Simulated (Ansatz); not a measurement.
CH3BiClFO (`C[O][Bi]([F])[Cl]`), relaxed with RKS PBE0-D4/def2-TZVP in Ansatz from a PBE-D4/def2-SVP geometry. The force threshold is 0.005 eV/Å; the program also tests the step.

Charge 0, multiplicity 1. Bi: def2 effective core potential.

Start:

```xyz
8

C    -0.033    0.611    0.966
O     0.679   -0.602    0.772
Bi    0.680   -1.529   -1.107
F     1.121    0.167   -2.187
Cl   -1.772   -1.489   -1.557
H     0.142    0.941    2.012
H     0.313    1.418    0.281
H    -1.130    0.483    0.820
```

```csv
step,energy (eV),largest force (eV/Å),largest move (Å)
1,-24208.0453,1.314,0.000
2,-24208.1359,0.765,0.123
3,-24208.1613,0.125,0.031
4,-24208.1623,0.034,0.019
5,-24208.1624,0.012,0.004
6,-24208.1625,0.006,0.005
7,-24208.1625,0.009,0.007
8,-24208.1625,0.008,0.005
9,-24208.1626,0.004,0.004
```

End:

```xyz
8

C    -0.043    0.613    0.951
O     0.669   -0.587    0.717
Bi    0.678   -1.515   -1.081
F     1.094    0.129   -2.156
Cl   -1.714   -1.440   -1.523
H     0.143    0.906    1.987
H     0.295    1.418    0.291
H    -1.120    0.475    0.815
```

It took 29 s on 4 threads of an AMD EPYC 7B13 on a shared host, with 0.58 GiB of host memory at the peak.
